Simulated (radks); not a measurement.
The numbers below are computed, except where a source is named.
Question: Tb3+, 62 electrons, occupied as [Kr] 4d10 4f8.5 5s1.5 5p6 (fractional occupations, a model configuration). Code: a radial shooting solver on a logarithmic mesh with Libxc functionals. Model: Dirac Kohn-Sham, BP86, spin-unpolarised, spherical densities, point nucleus; open shells are shared between the two j in proportion to 2j + 1. Some entries of the table are withheld. Estimate them.

| orbital | occ. | eigenvalue (eV) | <1/r> (bohr^-1) | <r> (bohr) |
|---|---|---|---|---|
| 1s1/2 | 2 | -51844.08 | 73.13 | 0.02150 |
| 2s1/2 | 2 | -8614.882 | 17.48 | 0.09094 |
| 2p1/2 | 2 | -8187.894 | 17.46 | 0.07588 |
| 2p3/2 | 4 | -7440.970 | 15.35 | 0.08283 |
| 3s1/2 | 2 | -1934.638 | 6.379 | (1) |
| 3p1/2 | 2 | -1749.049 | 6.293 | 0.2286 |
| 3p3/2 | 4 | -1594.871 | 5.760 | 0.2418 |
| 3d3/2 | 4 | -1275.283 | 5.640 | 0.2141 |
| 3d5/2 | 6 | -1241.653 | 5.508 | 0.2182 |
| 4s1/2 | 2 | -407.6687 | 2.665 | 0.5412 |
| 4p1/2 | 2 | -334.9618 | 2.558 | 0.5525 |
| 4p3/2 | 4 | -300.6034 | 2.376 | 0.5826 |
| 4d3/2 | 4 | -180.9051 | 2.156 | 0.6168 |
| 4d5/2 | 6 | -174.6925 | 2.111 | 0.6275 |
| 5s1/2 | 1.5 | -76.1029 | 1.023 | 1.303 |
| 5p1/2 | 2 | -55.9566 | (2) | 1.448 |
| 5p3/2 | 4 | -51.1729 | (3) | 1.535 |
| 4f5/2 | 3.64286 | -33.3685 | 1.568 | 0.8360 |
| 4f7/2 | 4.85714 | -32.5380 | 1.549 | 0.8481 |

Answer: 
(1) 3s1/2 <r> (bohr): 0.2389
(2) 5p1/2 <1/r> (bohr^-1): 0.9091
(3) 5p3/2 <1/r> (bohr^-1): 0.8483
